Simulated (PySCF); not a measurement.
Stepwise substitution at one centre (B CH3-SH). Isolated molecules, 0 K electronic values unless said otherwise. One relaxed conformer stands for each flexible species; it need not be the lowest. Strings in code marks are SMILES.

The brightest of the four lowest singlets (TDA) from two functionals at the same geometries (B3LYP-D3(BJ)/def2-TZVP), both in PySCF: PBE-D3(BJ)/def2-TZVP and ωB97X-D3(BJ)/def2-TZVP. Excitations are Tamm–Dancoff values on a coarser integration grid. The basis has no diffuse functions, so Rydberg states are missing or too high.

```csv
species,PBE-D3(BJ)/def2-TZVP (eV),ωB97X-D3(BJ)/def2-TZVP (eV)
0 of 3 CH3 replaced by SH (`CB(C)C`),7.30,8.68
1 of 3 CH3 replaced by SH (`CB(C)S` (C–B–S–H torsion 2°)),6.35,6.98
"2 of 3 CH3 replaced by SH (`CB(S)S` (S–B–S–H torsion -180°, S–B–S–H torsion 180°))",5.68,6.32
3 of 3 CH3 replaced by SH (`SB(S)S`),5.63,6.35
```

Over these rows, drawn at random from the members with no instability flagged (it was tested for open shells, ions and some series alone), PBE minus ωB97X-D3(BJ): mean -0.84 eV, from -1.37 eV to -0.63 eV.
